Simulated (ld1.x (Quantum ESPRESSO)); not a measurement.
## copper: excitation energies, all-electron against ultrasoft

copper, ultrasoft, made with ld1.x (Quantum ESPRESSO) 7.5 (revPBE, scalar-relativistic). Core [Ne], reference 3s2 3p6 3d10 4s0 4p0 (charge +1). Waves: 3s (bound): rcut 0.95, rcutus 1.05 bohr; 4s (bound, empty): rcut 0.95, rcutus 1.05 bohr; 3p (bound): rcut 1.30, rcutus 1.40 bohr; 4p (bound, empty): rcut 1.30, rcutus 1.40 bohr; 3d (bound): rcut 0.90, rcutus 0.95 bohr; 3d channel at 0.1 Ry: rcut 0.90, rcutus 0.95 bohr. Local part: all-electron potential smoothed inside 1.05 bohr (lloc = -2). Core correction: Bessel-smoothed model core inside 0.60 bohr. Augmentation charge: PSQ, radius 0.90 bohr.

Energies are relative to the spin-unpolarised reference configuration 3s2 3p6 3d10 4s0 4p0; without spin polarisation the order of configurations can differ from experiment.

```
valence configuration  charge  ΔE all-electron (eV)  error AE − PS (meV)
 3s2 3p6 3d10 4s1 4p0       0                -8.012                 +1.3
  3s2 3p6 3d9 4s0 4p0      +2                21.205                 -0.4
  3s2 3p6 3d8 4s0 4p0      +3                60.104                 +7.4
  3s2 3p6 3d9 4s1 4p1       0                -1.211                 +5.1
  3s2 3p6 3d7 4s0 4p0      +4               119.705                  +52
```

Task: What are ΔE and the potential's error for 3s2 3p6 3d9 4s1 4p0?

Result: ΔE = 3.477 eV all-electron; the error (AE − PS) is +2.5 meV.

Task: What are ΔE and the potential's error for 3s2 3p5 3d10 4s1 4p0?

Result: ΔE = 71.478 eV all-electron; the error (AE − PS) is -42 meV.

Levels in the configuration 3s2 3p6 3d9 4s0 4p0:

```csv
level,all-electron (eV),pseudo (eV)
3s,-140.265,-140.272
3p,-97.544,-97.551
3d,-29.502,-29.499
```
